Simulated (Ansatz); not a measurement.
The cluster MoAu₄⁻, relaxed as a doublet with UKS r2SCAN-D4/def2-SVPD in Ansatz, starting from the GFN2-xTB geometry. Force threshold 0.02 eV/Å.

In the def2 sets Au, Mo take a core potential; there is no spin–orbit coupling. The charge -1 doublet is spin-contaminated (final ⟨S²⟩ up to 1.75, 0.75 for a pure state). The relaxation made no stability test and no search for a lower SCF solution. No other spin state of charge -1 was run. The structure comes from a short search, and lower isomers may exist.

Start:

```xyz
5

Mo    0.420   -0.439    0.126
Au    1.714    0.462   -1.637
Au   -0.552    1.083    1.623
Au   -0.547    0.066   -1.951
Au   -1.035   -1.173    1.840
```

```
step  energy (eV)  largest force component (eV/Å)  SCF passes
   1  -16636.6608                           8.973          89
   2  -16640.1501                           1.907          57
   3  -16640.6940                           0.432          60
   4  -16640.8626                           0.302          70
   5  -16640.9775                           0.163          64
   6  -16641.0350                           0.053          69
   7  -16641.0444                           0.018          65
   8  -16641.0449                           0.041          54
   9  -16641.0451                           0.027          59
  10  -16641.0453                           0.001          55
```

Force components are those of the run's own axes.

End:

```xyz
5

Mo    0.008    0.001   -0.022
Au    2.238    0.048   -1.219
Au   -0.589    1.635    1.818
Au   -1.090    0.056   -2.303
Au   -0.567   -1.740    1.726
```

Bonds lost: Au2–Au4 (atoms count from 1). Metal–metal contacts that move far: Au3–Au5 2.32 to 3.38 Å. The end is the same structure that another start reached, the lowest one found.

The force fell under the threshold at step 7, but the optimiser went on. No frequencies were taken in this run, so the end may be a saddle point.

Hardware: 4 threads of Arm Neoverse V2 on a shared host. Wall time 2.3 min.
